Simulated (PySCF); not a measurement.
A GIAO shielding run with PySCF 2.14 (density fitting, non-relativistic, gas phase) on `CCC[C@@H]1C[SiH2]O[Si@@H]1Cl`, C₅H₁₃ClOSi₂:

```
$ OMP_NUM_THREADS=1 python probes_run.py task.json out

{"job": {"kind": "nmr", "xc": "PBE0", "basis": "pcSseg-1"}, "charge": 0, "multiplicity": 1}
C     -2.806522    -0.269166     0.033885
C     -1.945501     0.987872    -0.011936
C     -0.635884     0.860252     0.766135
C      0.315662    -0.196564     0.204084
C      1.613842    -0.291083     1.033853
Si     2.947974    -1.097425    -0.065500
O      2.323083    -0.692017    -1.533379
Si     0.858895     0.022555    -1.619515
Cl     1.108861     1.932992    -2.163350
H     -2.326059    -1.092693    -0.488074
H     -2.987647    -0.569545     1.064005
H     -3.766852    -0.082933    -0.441645
H     -1.722790     1.237314    -1.051971
H     -2.514047     1.819175     0.411898
H     -0.133729     1.831732     0.753921
H     -0.863203     0.620185     1.809584
H     -0.181164    -1.169818     0.276391
H      1.429919    -0.810145     1.974788
H      1.936220     0.720097     1.298013
H      2.958458    -2.555589    -0.024214
H      4.258479    -0.467925     0.000029
H      0.121594    -0.717886    -2.628636
```

Hardware: 1 thread of an Arm Neoverse V1, shared host. The job also computes population analyses, field gradients, ring-centre shieldings.

Task: How large is the calculation?

Result: 96 electrons, 239 basis functions and 1309 auxiliary functions.

Task: How long does it take, and how much memory does it need?

Result: 66 s of wall time, with 14 SCF cycles and 4 response iterations; peak memory 1 GiB. Times on a shared host scatter by some tens of per cent.
